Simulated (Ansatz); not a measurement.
Consider the formal exchange of groups at the Si–C bond: `NCOC[SiH3]` + `N[CH2][GeH3]` → `N[CH2][GeH2][SiH3]` + `COCN`.

Isolated molecules relaxed with PBE0-D4/def2-TZVP in Ansatz; ΔE leaves out vibrations. CCSD(T)/CBS adds triple-zeta CCSD(T) − MP2 to the extrapolated MP2 energy (def2 sets, frozen cores). This one scheme is used for every species. DFT in def2-TZVPP. For Ge outer-core shells are correlated without core-valence functions, which leaves a few kJ/mol of doubt a bond. Scalar relativity is left out up to krypton. One conformer a species, not always the lowest.

**Question.** Is it downhill or uphill in electronic energy at CCSD(T)/CBS, and by how much? (Estimate.)

**Answer.** The calculation gave: Downhill: ΔE = -41.0 kJ/mol.

**Question.** What do these levels give: PBE-D4, r2SCAN-D4, PBE0-D4, ωB97M-V, B2PLYP, PBE0, CCSD/def2-TZVPP, HF/def2-QZVPP, MP2/def2-QZVPP, SCS-MP2/def2-QZVPP, HF/CBS(def2), MP2/CBS(def2)? (An estimate is asked.)

**Answer.** Ansatz gave: PBE-D4 -48.8, r2SCAN-D4 -45.2, PBE0-D4 -47.5, ωB97M-V -38.1, B2PLYP -40.3, PBE0 -46.2, CCSD/def2-TZVPP -41.6, HF/def2-QZVPP -32.9, MP2/def2-QZVPP -39.7, SCS-MP2/def2-QZVPP -37.2, HF/CBS(def2) -32.7, MP2/CBS(def2) -39.7 kJ/mol.

Largest T1 diagnostic among the species: 0.011.

In def2-TZVPP, CCSD(T) changes the Hartree–Fock value by −7.8 kJ/mol (the triples alone add −0.9 kJ/mol) and MP2 by −6.4 kJ/mol.
